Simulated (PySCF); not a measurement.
Antimony: a sound run and one with changed settings

Sound run: Sb [Kr] 4d10 5s2 5p3, Sb⁺ [Kr] 4d10 5s2 5p2. All numbers are calculated (PySCF 2.14, scalar relativity through the core potential, in def2-SVP with the def2 core potential (28 electrons) (4s4p2d, 26 functions)). In the sound run the correlated levels freeze 4s2 4p6 4d10 outside the core potential. The sound run starts from symmetry-adapted Hartree-Fock orbitals and uses a fine grid where one is needed.

A second run was set up differently.

```
species  method  sound run (hartree)  changed run (hartree)  converged
     Sb     MP2           -239.31924             -239.35260        yes
    Sb⁺     MP2           -238.99295             -239.02430        yes
```

Ionisation energy of Sb:

| method | sound run (eV) | changed run (eV) |
| --- | --- | --- |
| UHF | 8.595 | 8.595 |
| MP2 | 8.879 | 8.933 |
| SCS-MP2 | 8.780 | 8.812 |

(1) What was changed?
A. minimal basis
B. a valence shell is frozen
C. too few SCF iterations
D. all electrons correlated in a valence basis

## Answers

(1) D. A valence basis has no tight correlating functions, so it recovers only part of the core correlation, and not evenly between atom and ion.
